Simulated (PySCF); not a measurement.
BF, triplet, at a GFN2-xTB geometry (the spin is typed, not shown lowest), with bond 2-1 at 2.0 times its length. Base run: PBE/cc-pVDZ in PySCF.

Geometry (Å):
```xyz
2

B      0.0000     0.0000    -0.8621
F      0.0000     0.0000     1.8200
```
Charge 0, spin multiplicity 3.
Orbitals are unrestricted.
All else is at PySCF's defaults.
Base energy -124.24595 Eh.

Variants of this job, named by their change:

```csv
change,ΔE vs base (mEh),<S^2>,outcome
base,0.000,2.013,converged
diis = off (with mf.max_cycle = 100),-,-,not converged
DIIS = EDIIS,-,-,not converged
diis_space = 20,-,-,not converged
conv_tol = 1e-7,0.000,2.013,converged
init_guess = atom,0.000,2.013,converged
diis = off; damp = 0.6 (with mf.diis_start_cycle = 200; with mf.max_cycle = 150),-,-,not converged
init_guess = 1e,-,-,not converged
conv_tol_grad = 1e-7,-,-,not converged
diis = off; damp = 0.3 (with mf.diis_start_cycle = 200; with mf.max_cycle = 150),-,-,not converged
conv_tol_grad = 1e-3,0.000,2.013,converged
conv_tol = 1e-4,0.001,2.013,converged
solver = newton,0.000,2.013,converged
```

Open shells are given as the SCF converged; they aren't shown to be the lowest states, and a large step between rows can be another state.
